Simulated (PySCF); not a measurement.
C4H7NSi, SMILES C#CC(=C)[SiH2]N. Atoms are numbered in the order given.

```xyz
13

C     -1.2062     2.3042     0.6282
C     -1.0892     1.1038     0.3922
C     -0.8348    -0.2612     0.0759
C     -1.7187    -1.2638     0.3270
Si     0.8641    -0.6233    -0.7190
N      2.2610    -0.1245     0.1979
H     -1.3450     3.3539     0.8441
H     -2.7030    -1.0745     0.7876
H     -1.4730    -2.3074     0.0709
H      0.9289     0.1095    -2.0293
H      0.9194    -2.1149    -0.9090
H      2.4406     0.8822     0.2569
H      2.4020    -0.5488     1.1195
```

The structure is a stationary point at PBE-D3(BJ)/def2-SVP. The structure was generated by enumeration, and PubChem lists no compound with its InChIKey, so it may never have been made. Other conformers were not sampled.

Method: PBE-D3(BJ)/def2-SVP (PySCF 2.14.0).

Frequencies are harmonic and unscaled.

Q: List the normal modes with their intensities. (The exact figures need the calculation; the answer reports its results.)

A: 
```
mode  ν (cm⁻¹)  IR (km/mol)  moving atoms (share of kinetic energy)
----  --------  -----------  --------------------------------------
1           51          1.7         N 31 %, H 30 %, C 29 %, Si 10 %
2          104          2.0         C 44 %, H 26 %, N 20 %, Si 11 %
3          165          3.0         C 36 %, H 33 %, N 16 %, Si 15 %
4          209         21.8                          H 81 %, C 12 %
5          264          7.2                          C 61 %, H 32 %
6          287          8.2                          C 59 %, H 27 %
7          438         11.9         C 49 %, H 27 %, Si 15 %, N 10 %
8          452        161.8                  H 70 %, C 17 %, N 11 %
9          511        104.6         C 38 %, H 30 %, Si 22 %, N 10 %
10         537         24.2                 H 60 %, C 28 %, Si 10 %
11         607         30.2                          C 52 %, H 43 %
12         624          9.4                          H 58 %, C 37 %
13         629         32.6                          H 77 %, C 23 %
14         724          0.8                          H 71 %, C 29 %
15         745          3.4                                  H 92 %
16         821          6.3                 N 44 %, H 36 %, Si 18 %
17         867        235.9                         H 85 %, Si 12 %
18         878        102.8                         H 75 %, Si 17 %
19         897         37.4                          H 80 %, N 13 %
20         912         34.0                          H 72 %, C 28 %
21         914          3.7                          C 51 %, H 49 %
22        1158          6.9                          C 71 %, H 28 %
23        1369          7.9                          H 83 %, C 17 %
24        1501         28.3                          H 90 %, N 10 %
25        1595          1.9                          C 88 %, H 11 %
26        2125          8.0                           C 91 %, H 9 %
27        2161        106.2                                  H 97 %
28        2177        107.3                                  H 96 %
29        3059          7.3                                  H 95 %
30        3161          3.1                          H 89 %, C 11 %
31        3407         83.0                          H 86 %, C 14 %
32        3476         20.1                                  H 96 %
33        3568         20.9                           H 92 %, N 8 %
```
